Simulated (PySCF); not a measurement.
C6H11GeN.
Atom-mapped SMILES: `[CH3:1]/[N:2]=[CH:3]\[C:4]1=[CH:5][CH2:6][GeH2:7][CH2:8]1` (hydrogens: H9, H10, H11 on C1; H12 on C3; H13 on C5; H14, H15 on C6; H16, H17 on Ge7; H18, H19 on C8)

Computed by this run: PBE0-D3(BJ)/def2-SVP geometry optimisation, gas phase (PySCF); density fitting, grid level 1; the optimiser is geomeTRIC in internal coordinates, started from a GFN2-xTB structure with every atom displaced at random (about 0.01 Å).

Step 0: E = -64379.3954 eV
```
atom  x, y, z in Å  |  force x, y, z in eV/Å
C1      2.5137    0.0881   -1.1105   -1.538   0.865   0.566
N2      2.2719   -1.2715   -0.8117    0.393  -0.656   0.031
C3      1.1482   -1.7262   -0.4292    1.854  -0.113  -0.097
C4     -0.0759   -1.0440   -0.1738   -2.086  -0.544  -0.534
C5     -0.2336    0.1079    0.4623   -0.701   1.119   0.529
C6     -1.5807    0.7295    0.7172    0.135  -0.801  -0.202
Ge7    -2.8209   -0.5770   -0.0982    0.737   0.121  -0.069
C8     -1.3303   -1.7599   -0.6548   -0.172   0.226   0.579
H9      3.0199    0.5845   -0.2609    0.085  -0.072  -0.131
H10     3.1483    0.1518   -1.9745    0.696   0.151  -0.696
H11     1.5680    0.6783   -1.3065    0.639  -0.208   0.061
H12     1.1489   -2.8026   -0.2768   -0.285  -0.617   0.059
H13     0.6017    0.6393    0.8669    0.908   0.368   0.304
H14    -1.6435    1.7170    0.2675   -0.074   0.486  -0.221
H15    -1.7362    0.8594    1.7906   -0.128   0.069   0.324
H16    -3.8035   -1.1804    0.8751   -0.258  -0.310   0.423
H17    -3.6362   -0.0091   -1.2416   -0.148   0.183  -0.417
H18    -1.4072   -2.7504   -0.1890   -0.021  -0.199   0.065
H19    -1.2963   -1.9257   -1.7269   -0.033  -0.068  -0.574
```

Step 1: E = -64379.5825 eV
```
atom  x, y, z in Å  |  force x, y, z in eV/Å
C1      2.4978    0.1066   -1.1202    0.223  -0.055  -0.224
N2      2.3043   -1.2809   -0.8114    0.142   0.057   0.011
C3      1.1893   -1.7367   -0.4167   -0.425   0.043   0.048
C4     -0.1116   -1.0489   -0.1788    0.273  -0.150  -0.043
C5     -0.2355    0.1206    0.4802    0.063   0.060   0.037
C6     -1.5822    0.7254    0.7338   -0.065   0.180   0.032
Ge7    -2.8133   -0.5634   -0.1081   -0.173  -0.032   0.033
C8     -1.3549   -1.7715   -0.6445    0.029  -0.040  -0.154
H9      3.0212    0.5992   -0.2832   -0.004   0.019   0.013
H10     3.1758    0.1865   -1.9927   -0.111  -0.012   0.163
H11     1.5776    0.6757   -1.3328   -0.087   0.052   0.012
H12     1.1392   -2.8283   -0.2534    0.040  -0.021   0.000
H13     0.6523    0.6330    0.8711   -0.036  -0.050  -0.036
H14    -1.6603    1.7366    0.2918   -0.002  -0.101   0.031
H15    -1.7704    0.8520    1.8145   -0.008  -0.016  -0.041
H16    -3.8098   -1.2050    0.8897    0.095   0.070  -0.104
H17    -3.5995    0.0234   -1.3045    0.075  -0.045   0.100
H18    -1.4343   -2.7662   -0.1740   -0.014   0.010   0.016
H19    -1.3297   -1.9490   -1.7356   -0.015   0.032   0.105
```

Step 2: E = -64379.5871 eV
```
atom  x, y, z in Å  |  force x, y, z in eV/Å
C1      2.4995    0.1040   -1.1295    0.011  -0.006  -0.010
N2      2.3061   -1.2790   -0.7993    0.027  -0.009  -0.034
C3      1.1862   -1.7357   -0.4120   -0.115   0.054   0.037
C4     -0.1092   -1.0494   -0.1772    0.064  -0.052  -0.038
C5     -0.2370    0.1191    0.4850    0.026   0.029   0.012
C6     -1.5853    0.7261    0.7404    0.000   0.017   0.001
Ge7    -2.8125   -0.5628   -0.1068   -0.002  -0.021   0.013
C8     -1.3527   -1.7688   -0.6491   -0.011  -0.010  -0.024
H9      3.0080    0.6135   -0.2929   -0.004   0.013   0.003
H10     3.1862    0.1739   -1.9890   -0.016  -0.011   0.017
H11     1.5762    0.6674   -1.3602   -0.001   0.002   0.021
H12     1.1420   -2.8276   -0.2447    0.018   0.002   0.010
H13     0.6510    0.6271    0.8764    0.011  -0.005  -0.006
H14    -1.6648    1.7349    0.3008    0.003  -0.014  -0.008
H15    -1.7771    0.8483    1.8197    0.004  -0.012  -0.003
H16    -3.8055   -1.2037    0.8796   -0.004  -0.001   0.004
H17    -3.5912    0.0259   -1.2964    0.001   0.009  -0.012
H18    -1.4356   -2.7646   -0.1816   -0.005   0.004   0.008
H19    -1.3280   -1.9396   -1.7380   -0.007   0.012   0.007
```

**Question.** Estimate the geometry and energy of step 3. (The exact step hangs on the optimiser's Hessian estimate; all steps are aligned on step 2, rigid shifts and turns removed.)

**Answer.** E = -64379.5854 eV, largest force 0.090 eV/Å
```
atom  x, y, z in Å  |  force x, y, z in eV/Å
C1      2.4826    0.1130   -1.1094   -0.056   0.000  -0.017
N2      2.3006   -1.2772   -0.8041    0.046  -0.019   0.043
C3      1.1838   -1.7449   -0.4182   -0.001   0.041  -0.012
C4     -0.1083   -1.0597   -0.1886    0.004  -0.036   0.038
C5     -0.2234    0.1145    0.4666   -0.090  -0.001   0.004
C6     -1.5688    0.7282    0.7257    0.021  -0.021  -0.005
Ge7    -2.8076   -0.5618   -0.1050    0.046   0.009   0.004
C8     -1.3573   -1.7768   -0.6509    0.001   0.012   0.042
H9      2.9984    0.6105   -0.2695   -0.003  -0.012   0.002
H10     3.1553    0.2036   -1.9749    0.035   0.000  -0.041
H11     1.5514    0.6758   -1.3127    0.047  -0.009  -0.012
H12     1.1495   -2.8365   -0.2458    0.001   0.008  -0.037
H13     0.6710    0.6188    0.8469   -0.011  -0.001   0.020
H14    -1.6476    1.7324    0.2784   -0.003   0.026  -0.014
H15    -1.7540    0.8574    1.8048    0.004  -0.002   0.012
H16    -3.7966   -1.1910    0.8892   -0.028  -0.018   0.032
H17    -3.5882    0.0237   -1.2927   -0.018   0.019  -0.033
H18    -1.4434   -2.7691   -0.1764    0.004   0.002   0.000
H19    -1.3411   -1.9521   -1.7381    0.002   0.002  -0.027
```

The energy changes by +0.0017 eV. The first-order estimate −F·Δx gives -0.0026 eV and the mean of the old and new forces, exact on a quadratic surface, +0.0016 eV. The step makes an angle of 83° with the force vector and moves no atom by more than 0.054 Å. The energy falls at the start of this step and ends higher, so the step passed the lowest point of its straight line.

What follows is the cost of the whole optimisation. On one thread of an Arm Neoverse V1, no GPU, shared host with 32 logical CPUs at a one-minute load of 18, this took 2.8 min of wall time and 0.82 GiB of memory at its peak.
